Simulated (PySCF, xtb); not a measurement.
TiCl4, SMILES [Cl][Ti]([Cl])([Cl])[Cl], multiplicity 1.

GFN2-xTB run with xtb at its own geometry gives an orbital gap of 2.99 eV and a dipole moment of 0.00 D.

Coordinates come from a PBE0-D3(BJ)/def2-SVP optimisation. The spin state was assumed, not searched. The isomer is the one that the SMILES or the coordinates give; other isomers of the formula were not compared.

Task: What does PBE/def2-TZVP (PySCF) give? (The exact figures need the calculation; the answer reports its results.)

Result: gap 3.75 eV (levels -8.25 and -4.50 eV), dipole 0.00 D.
